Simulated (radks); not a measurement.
All-electron atom: neutral arsenic in [Ar] 3d10 4s2 4p3. All-electron calculation, Dirac Kohn-Sham, BLYP, spin-unpolarised, spherical densities, finite nucleus; open shells fill j = l - 1/2 first; Fermi nuclear charge, rms radius 4.0968 fm. Program: a radial shooting solver on a logarithmic mesh with Libxc functionals.

Normalised radial functions P(r) = r R(r) (large component), r in bohr:

```
   r/bohr * 3p1/2, o 4p3/2 (the largest magnitude, 1.38, reaches the edge; | marks zero, & curves that meet)
   0.0023                             &
 0.003459                             &
 0.005244                             &
 0.007949                             o*
  0.01205                             o*
  0.01812                             o *
  0.02747                             |o  *
  0.04164                             | o    *
  0.06262                             |  o       *
  0.09492                             |  o          *
   0.1439                             |  o        *
   0.2181                             &
    0.328            *            o   |
   0.4972  *                     o    |
   0.7538        *                   o|
    1.134                    *        |      o
    1.718                           * |            o
    2.605                             *           o
    3.948                             *      o
    5.938                             * o
    9.001                             &
```

3p1/2: eigenvalue -136.65 eV, 1 radial node at r = 0.220 bohr, <r> = 0.610 bohr, 90 % of the charge inside 0.937 bohr. 4p3/2: eigenvalue -4.917 eV, 2 radial nodes at r = 0.218, 0.782 bohr, <r> = 2.59 bohr, 90 % of the charge inside 4.09 bohr.
